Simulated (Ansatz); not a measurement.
Coupled-cluster diagnostics for [GeBr3]- (GeBr₃⁻), Ansatz.

Geometry of the singlet (PBE0-D4/def2-SVPD):

```xyz
4

Ge    0.0764   -0.6068   -0.6639
Br   -0.2834    1.7799   -1.2496
Br    1.9656   -0.3147    0.9225
Br   -1.7586   -0.8584    0.9910
```

Correlated methods freeze 36 core orbitals; core or outer-core shells of Ge, Br are correlated, in sets that lack core-valence functions.

Task: Estimate the CCSD(T) correlation energy, the shares of MP2 and (T), T1 and the reference's ⟨S²⟩ for: charge -1, singlet, own geometry in def2-SVPD; and the rough time on 4 threads of Arm Neoverse N1 on a shared host.

Result: 
| state | basis | correlation (eV) | MP2 share (%) | (T) share (%) | T1 | ⟨S²⟩ (pure) | wall time |
| --- | --- | --- | --- | --- | --- | --- | --- |
| charge -1, singlet, own geometry | def2-SVPD | -26.192 | 97.5 | 2.8 | 0.009 | 0.00 (0.00) | 98 s |
Customary marks for T1 are 0.02 (closed shells), 0.045 (open shells) and about 0.05 (3d metals). T1 stays under 0.02 throughout.
